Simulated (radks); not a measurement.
Results of a calculation; reference values are marked as such.
Species: In II. Configuration: [Kr] 4d9 5s2 4f1 (not the ground configuration). Code: a radial shooting solver on a logarithmic mesh with Libxc functionals. Model: Dirac Kohn-Sham, PW91, spin-unpolarised, spherical densities, finite nucleus; open shells are shared between the two j in proportion to 2j + 1; Fermi nuclear charge, rms radius 4.6156 fm.

X-ray form factor f0, the Fourier transform of the density (f0(0) = 48):

sin(theta)/lambda (1/angstrom),f0 (electrons)
0.05,46.562
0.1,44.592
0.15,42.173
0.2,39.401
0.25,36.602
0.3,33.934
0.4,29.241
0.5,25.496
0.6,22.629
0.8,18.744
1,16.023
1.25,13.080
1.5,10.516
2,7.122
